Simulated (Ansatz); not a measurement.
Species: CH$_{3}$BFS (charge 0, doublet). It need not be the lowest isomer of its formula. SMILES: CS[B]F
Geometry from a B3LYP-D3(BJ)/def2-TZVP (Ansatz, a program for electronic structure) optimisation:
```
C
H 1 1.0862
H 1 1.0862 2 110.40
H 1 1.0880 2 109.66 3 120.94
S 1 1.8299 2 110.36 4 116.79
B 5 1.7844 1 101.59 2 61.15
F 6 1.3135 5 123.58 1 180.00
```
Charge 0, spin multiplicity 2.

Computed values are from Ansatz. Correlated levels leave the core frozen unless marked. Open shells are spin-unrestricted. Spin-orbit coupling is left out. Non-relativistic. CBS marks a two-point X^-3 extrapolation of the correlation energy; Hartree-Fock from the larger set.

Question: What is the total energy at CCSD(T)/CBS(cc-pV(T+d)Z,cc-pV(Q+d)Z)?

Answer: -562.2121 Eh.

Question: What is the atomisation energy De at CCSD(T)/CBS(cc-pV(T+d)Z,cc-pV(Q+d)Z)?

Answer: 2571.2 kJ/mol.

Question: What is the T1 diagnostic at CCSD/cc-pV(Q+d)Z?

Answer: 0.015.

Question: What is the dipole moment at CCSD(T)/aug-cc-pV(D+d)Z?

Answer: 2.10 D.
